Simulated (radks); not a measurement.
Question: These are the eigenvalues of the occupied orbitals of an atom or ion with whole-number occupations (eV). Calculated with a radial shooting solver on a logarithmic mesh with Libxc functionals: Dirac Kohn-Sham, PBE, spin-unpolarised, spherical densities, finite nucleus; Fermi nuclear charge, rms radius of each element as measured or else 0.836 A^(1/3) + 0.57 fm.

| orbital | eigenvalue |
|---|---|
| 1s1/2 | -43357.10 |
| 2s1/2 | -7009.475 |
| 2p1/2 | -6631.648 |
| 2p3/2 | -6111.588 |
| 3s1/2 | -1520.475 |
| 3p1/2 | -1359.066 |
| 3p3/2 | -1255.248 |
| 3d3/2 | -974.0972 |
| 3d5/2 | -951.6561 |
| 4s1/2 | -302.2077 |
| 4p1/2 | -241.2889 |
| 4p3/2 | -218.7898 |
| 4d3/2 | -118.6762 |
| 4d5/2 | -114.7022 |
| 5s1/2 | -40.3357 |
| 5p1/2 | -24.1433 |
| 5p3/2 | -21.1295 |
| 6s1/2 | -3.4967 |
| 4f5/2 | -1.8404 |

Which element is it, and in what charge state? The configuration may be excited. Open shells, if any, fill j = l - 1/2 first.

Answer: Z = 60, neodymium, charge 0: Nd in [Xe] 4f4 6s2. The list shows which subshells hold electrons but not how many an open one holds; the 1s level, -1593.3 hartree, gives Z - s = 56.5 by -(Z - s)^2/2, which with screening and relativity narrows Z to a few neighbours, and the depths of the outer levels then fix element, charge and occupations together.
